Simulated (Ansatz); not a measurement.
Species: [Nb(Cl)(NH2)4] (charge 0, multiplicity 1).

Give a relaxed geometry from r2SCAN-D4/def2-SVP in Ansatz (an electronic-structure program).

One answer among several that fit: the end point of this relaxation, one of several conformers.
Z-matrix (Å, degrees):
```
Nb
N 1 1.9614
H 2 1.0200 1 124.83
H 2 1.0200 3 109.67 1 167.85
N 1 1.9899 2 96.13 3 -96.57
H 5 1.0188 1 123.32 2 -0.70
H 5 1.0203 6 109.10 1 179.80
N 1 1.9970 2 114.86 3 171.09
H 8 1.0174 1 124.36 2 92.26
H 8 1.0184 9 111.01 1 -163.84
N 1 1.9972 2 115.30 3 -4.46
H 11 1.0174 1 124.37 2 -91.56
H 11 1.0184 12 111.01 1 164.23
Cl 1 2.4295 2 100.62 3 83.31
```
